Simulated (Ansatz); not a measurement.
`[AlH2]/[N]=C\[SiH3]` + H₂ → `C=[N][AlH2]` + SiH₄ at 298.15 K and 1 bar (hydrogenolysis of a C–Si bond).

Gas-phase electronic energies from Ansatz, PBE0-D4/def2-TZVP geometries. CBS: MP2 limit from def2 TZ/QZ plus the TZ coupled-cluster correction, frozen cores. This one scheme is used for every species.

| species | CCSD(T)/CBS energy (Eh) | H − E (kJ/mol) | S (J/(mol·K)) |
| --- | --- | --- | --- |
| `[AlH2]/[N]=C\[SiH3]` | -627.42847 | 174.5 | 347.2 |
| H₂ | -1.17544 | 35.1 | 130.4 |
| `C=[N][AlH2]` | -337.15304 | 128.7 | 278.7 |
| SiH₄ | -291.46306 | 92.1 | 204.8 |

H − E and S are ideal-gas, rigid-rotor, harmonic terms from PBE0-D4/def2-TZVP. For small species the MP2-based limit differs from directly extrapolated CCSD(T) by up to some mEh (0.8 for H₂); such offsets cancel only in part. 1 Eh = 2625.50 kJ/mol, R = 8.31446 J/(mol·K).

Task: By hand: ΔE, ΔH, ΔS and ΔG.

Result: ΔE = (-337.15304) + (-291.46306) − (-627.42847) − (-1.17544) = -0.01219 Eh = -32.0 kJ/mol. Δ(H − E) = 128.7 + 92.1 − 174.5 − 35.1 = 11.2, so ΔH = -20.8 kJ/mol. ΔS = 278.7 + 204.8 − 347.2 − 130.4 = 5.9 J/(mol·K). ΔG = -20.8 − 298.15 × (5.9)/1000 = -22.6 kJ/mol.

Task: By hand: the equilibrium constant, and the temperature at which ΔG would vanish if ΔH and ΔS stayed fixed.

Result: log₁₀ K = −ΔG/(RT ln 10) = 4.0. ΔH and −TΔS have one sign here, so there is no such temperature.

The number of gas molecules stays the same, so ΔS is small and ΔH decides. A doubt of 5 kJ/mol in ΔE shifts log₁₀ K by 0.9 here. These are equilibria of isolated gas molecules and say nothing of rates. Largest T1 diagnostic: 0.015 (customary marks: 0.02 for closed shells, 0.045 for open ones).

ΔS is within the doubt of such terms, so its sign, and with it that verdict, could turn.
